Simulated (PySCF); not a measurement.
sulfur hexafluoride (F6S), SMILES FS(F)(F)(F)(F)F.

Coordinates come from a PBE-D3(BJ)/def2-SVP optimisation.

Computed with PBE/def2-TZVP in PySCF.

Symmetry labels are those of the subgroup D2h that the program uses (full group Oh).

Computed valence orbital energies around the gap with their symmetry:
| orbital | symmetry | energy (eV) |
|---|---|---|
| HOMO−7 | B2u | -11.34 |
| HOMO−6 | B3u | -11.34 |
| HOMO−5 | B1u | -11.15 |
| HOMO−4 | B2u | -11.15 |
| HOMO−3 | B3u | -11.15 |
| HOMO−2 | B1g | -10.16 |
| HOMO−1 | B2g | -10.16 |
| HOMO | B3g | -10.16 |
| LUMO | Ag | -3.78 |
| LUMO+1 | B1u | 0.91 |
| LUMO+2 | B2u | 0.91 |
| LUMO+3 | B3u | 0.91 |
